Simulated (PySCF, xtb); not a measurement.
In(OMe)(SH)2 (CH₅InOS₂), SMILES C[O][In]([SH])[SH]. Other conformers were not sampled.

Harmonic wavenumbers (cm⁻¹) from GFN2-xTB run with xtb at its own minimum, in rising order: 57, 59, 61, 65, 99, 154, 162, 196, 268, 331, 344, 577, 623, 1040, 1123, 1131, 1405, 1470, 1472, 2389, 2418, 2864, 2876, 2926.

Question: What does B3LYP-D3(BJ)/def2-SVP (PySCF 2.14.0) give at its own minimum? (The exact figures need the calculation; the answer reports its results.)

Answer: 37, 66, 72, 79, 117, 168, 209, 232, 318, 366, 527, 664, 696, 1114, 1169, 1184, 1465, 1471, 1478, 2661, 2665, 2942, 2999, 3047. Paired by order, the mean absolute difference is 70 cm⁻¹ and the zero-point energies are 34.5 and 36.8 kcal/mol.
